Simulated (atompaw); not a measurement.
# An all-electron radial function and its pseudo partner (boron (B))

Columns: radius, all-electron u(r) and pseudo u(r) of the 2p shell (level -3.56 eV) of boron in the configuration [He] 2s2 2p1; PBEsol, scalar-relativistic, PAW (atompaw) scheme, atompaw 4.2.0.5.

```
r (bohr)  all-electron  pseudo
   0.097        0.0256  0.0052
   0.194        0.0823  0.0206
   0.291        0.1514  0.0457
   0.388        0.2228  0.0793
   0.485        0.2911  0.1203
   0.582        0.3536  0.1671
   0.678        0.4087  0.2174
   0.775        0.4574  0.2705
   0.872        0.4996  0.3240
   0.969        0.5352  0.3761
   1.066        0.5641  0.4252
   1.163        0.5868  0.4700
   1.260        0.6037  0.5093
   1.357        0.6155  0.5423
   1.454        0.6227  0.5686
   1.551        0.6258  0.5881
   1.648        0.6254  0.6008
   1.745        0.6219  0.6073
   1.842        0.6158  0.6082
   1.938        0.6076  0.6044
   2.035        0.5975  0.5967
   2.132        0.5859  0.5861
   2.229        0.5730  0.5734
   2.326        0.5591  0.5594
   2.423        0.5445  0.5445
   2.520        0.5292  0.5292
```

**Question.** How many radial nodes do the two functions have?

**Answer.** The all-electron 2p function has n − l − 1 = 0; the pseudo-wave has 0.

**Question.** Where does each function peak?

**Answer.** Outermost all-electron maximum near 1.55 bohr, pseudo maximum near 1.84 bohr (to the table’s step).

**Question.** Is the pseudo-wave norm-conserving?

**Answer.** No, it belongs to a PAW set: the norm inside the radius is not constrained, and the difference is carried by the augmentation charge.
